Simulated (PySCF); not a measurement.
Static response to an electric field

Species: Cl₂H₅PSi₂.
Geometry (GFN2-xTB, Å), atoms numbered from 1 in this order:
```
atom  x, y, z in Å
Cl1    1.8972    2.1223    0.0318
Si2    1.7536    0.1254   -0.1144
P3    -0.1165   -0.3551   -1.2500
Si4   -1.7386   -0.0399    0.2623
Cl5   -2.0530    1.9355    0.4259
H6     2.8709   -0.3865   -0.9048
H7     1.8006   -0.4332    1.2388
H8    -0.0287   -1.7182   -1.0454
H9    -1.4357   -0.5629    1.5969
H10   -2.9409   -0.6826   -0.2636
```

Level: CAM-B3LYP/def2-SVPD (PySCF), static field, nuclei fixed, core orbitals frozen in the response. The polarisability tensor in these axes (au):

```
x   118.29   1.27  -3.08
y     1.27 103.95   6.01
z    -3.08   6.01  92.29
```

**Question.** Give the principal values, the mean and the anisotropy Δα = √{½[(α1 − α2)² + (α2 − α3)² + (α1 − α3)²]}.

**Answer.** Principal values 89.37, 106.49 and 118.67 au; mean 104.84 au = 15.54 Å³ = 17.29 × 10⁻⁴⁰ C²·m²/J; Δα = 25.50 au (24 % of the mean).

**Question.** What is the dipole moment, and where does it point?

**Answer.** (0.16, -2.40, 0.36) D, 2.43 D in size, pointing from the negative to the positive side. Measured along this direction, the outermost atoms are Cl5 and Cl1 at the negative end and H8 at the positive end.

**Question.** What depolarisation ratio follows for Rayleigh scattering of linearly polarised light, taking the static tensor?

**Answer.** ρ = 3Δα²/(45ᾱ² + 4Δα²) = 1950.8/(494659 + 2601.0) = 0.00392.

**Question.** Along which axes do the principal values lie, and how far do the nuclei extend along each?

**Answer.** Largest value along (0.99, 0.04, -0.11), where the nuclei span 5.85 Å; middle along (0.00, 0.92, 0.39), 3.96 Å; least along (0.11, -0.39, 0.92), 2.53 Å. The response follows the extents in order.

**Question.** Orientational against electronic polarisability at 250 K (dilute gas, rigid molecules)?

**Answer.** In Gaussian units μ²/3kT = 56.94 Å³ against 15.54 Å³, a ratio of 3.66; the Debye molar polarisation (4π/3)N_A(α + μ²/3kT) is 182.8 cm³/mol, leaving out the vibrational part.

One conformer (not necessarily the lowest) at the GFN2-xTB geometry, without solvent, vibrations or thermal averaging.
